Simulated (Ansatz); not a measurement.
C$_{2}$H$_{4}$OSTeZn, relaxed with RKS PBE0-D4/def2-TZVP in Ansatz 0.2.0 from a GFN2-xTB geometry. The force threshold is 0.005 eV/Å; the program also tests the step.

The species carries charge 0 and has multiplicity 1. Te takes the def2 core potential. The bonds changed during the relaxation, so this is another structure than the one it started from.

Start:

```xyz
10

S     1.411    1.329    0.435
C     0.303    0.654   -0.568
Te    0.025    1.526   -2.435
C    -0.491   -0.561   -0.190
O    -0.307   -1.030    1.047
Zn    0.839   -0.287    2.226
H    -1.216    0.514   -2.803
H    -0.227   -1.321   -0.959
H    -1.554   -0.301   -0.377
H     1.216   -0.522    3.624
```

```json
{"step": "1", "energy (eV)": "-70721.6370", "largest force (eV/Å)": "0.837", "largest move (Å)": "0.000"}
{"step": "2", "energy (eV)": "-70721.7317", "largest force (eV/Å)": "0.394", "largest move (Å)": "0.105"}
{"step": "3", "energy (eV)": "-70721.7536", "largest force (eV/Å)": "0.250", "largest move (Å)": "0.148"}
{"step": "4 (rejected)", "energy (eV)": "-70721.7496", "largest force (eV/Å)": "0.336", "largest move (Å)": "0.138"}
{"step": "5", "energy (eV)": "-70721.7654", "largest force (eV/Å)": "0.070", "largest move (Å)": "0.067"}
{"step": "6", "energy (eV)": "-70721.7671", "largest force (eV/Å)": "0.040", "largest move (Å)": "0.035"}
{"step": "7", "energy (eV)": "-70721.7674", "largest force (eV/Å)": "0.016", "largest move (Å)": "0.021"}
{"step": "8", "energy (eV)": "-70721.7674", "largest force (eV/Å)": "0.024", "largest move (Å)": "0.007"}
{"step": "9", "energy (eV)": "-70721.7675", "largest force (eV/Å)": "0.002", "largest move (Å)": "0.002"}
```

End:

```xyz
10

S     1.327    1.335    0.526
C     0.274    0.670   -0.536
Te    0.053    1.540   -2.406
C    -0.545   -0.555   -0.207
O    -0.373   -1.089    1.017
Zn    0.806   -0.376    2.259
H    -1.081    0.426   -2.896
H    -0.315   -1.275   -1.018
H    -1.596   -0.252   -0.391
H     1.450   -0.425    3.652
```

Hardware: 2 threads of an AMD EPYC 7R13 on a shared host and a share of an NVIDIA H100 80 GB. Wall time 18 s, peak host memory 1 GiB.
